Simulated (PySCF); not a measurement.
**UHF on Sr⁺ (strontium, charge +1)**

Configuration: [Kr] 5s1, 2S determinant. Calculation: PySCF 2.14, in x2c-SVPall; scalar relativity by spin-free X2C-1e.

```json
{"Total energy": "-3176.848712 hartree", "One-electron energy": "-4386.4349 hartree", "Hartree (Coulomb) energy": "1313.4330 hartree", "Exchange energy": "-103.8468 hartree", "⟨S²⟩": "0.7502", "⟨L²⟩": "0.000", "Sum of ⟨r⟩": "26.58 bohr", "Sum of ⟨r²⟩": "45.99 bohr²", "Langevin diamagnetic susceptibility": "-36.4 ×10⁻⁶ cm³/mol", "Time after the integrals": "0.15 s of wall time on 1 thread of Neoverse-V1 (shared host)"}
```

| shell | electrons | mean orbital energy (hartree) | rms radius, mean of both spins (bohr) |
| --- | --- | --- | --- |
| 1s α | 1 | -595.48090 | 0.0451 |
| 1s β | 1 | -595.47977 | 0.0451 |
| 2s α | 1 | -83.35230 | 0.187 |
| 2s β | 1 | -83.35079 | 0.187 |
| 2p α | 3 | -73.92521 | 0.166 |
| 2p β | 3 | -73.92471 | 0.166 |
| 3s α | 1 | -14.21272 | 0.524 |
| 3s β | 1 | -14.20956 | 0.524 |
| 3p α | 3 | -11.06164 | 0.535 |
| 3p β | 3 | -11.06041 | 0.535 |
| 3d α | 5 | -5.85227 | 0.547 |
| 3d β | 5 | -5.85150 | 0.547 |
| 4s α | 1 | -2.18958 | 1.46 |
| 4s β | 1 | -2.18030 | 1.46 |
| 4p α | 3 | -1.33375 | 1.69 |
| 4p β | 3 | -1.32883 | 1.69 |
| 5s α | 1 | -0.38414 | 4.38 |

Densities and radii are taken from the X2C orbitals without a picture-change correction, which distorts them close to the nucleus.
